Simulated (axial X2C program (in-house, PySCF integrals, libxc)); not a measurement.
**Potential curves of BeN⁺, 2c**

Computed with an axial X2C code built on PySCF integrals. Two-component (2c) means X2C with spin–orbit coupling and atomic mean-field two-electron Coulomb and Gaunt terms. Basis: N dyall-av3z [7s7p3d2f], Be dyall-cv3z [8s8p3d1f] (cores contracted in-house); Gaussian nuclei, density fitting, unrestricted open shells. Masses: N 14.003 u, Be 9.012 u.

State: Ω = 1 (⟨Sz⟩ = 1.00, ⟨Lz⟩ = 0.00 at PBEsol). Energies in cm⁻¹ from the fragments at the same level (N + Be+). Fits are polynomials in 1 − R0/R over 0.85 to 1.23 times the lowest point R0.

| R (Å) | PBEsol |
| --- | --- |
| 1.3729 | -14894 |
| 1.4360 | -17882 |
| 1.4833 | -19235 |
| 1.5307 | -20009 |
| 1.5780 | -20326 |
| 1.6332 | -20261 |
| 1.6885 | -19848 |
| 1.7595 | -18970 |
| 1.8463 | -17571 |
| 1.9725 | -15258 |

Occupations by symmetry block were frozen at the best pattern of an incomplete PBE0 search. Dissociation energies refer to the lowest single-determinant-based atoms at the same level and basis. Density functionals use the spin component along the axis (collinear). With several unpaired electrons one determinant need not be a pure state. Open-shell Ω = 0 determinants with evenly filled partner blocks cannot be reached by this program, so the Ω shown need not be the lowest component. This is the Ω = 1 component of a π² triplet; the 0⁺ component is not one determinant and can lie lowest. The determinant is spin-polarised beyond a pure state at some levels (its spin-free form has ⟨S²⟩ too high), which makes Re and μ there less reliable.

Question: Fit the PBEsol curve near its minimum: give the equilibrium distance, the harmonic wavenumber and the well depth.

Answer: At PBEsol, 2c: Re = 1.596 Å, ωe ≈ 929 cm⁻¹, De = 2.52 eV to N + Be+; Be follows as 1.21 cm⁻¹.
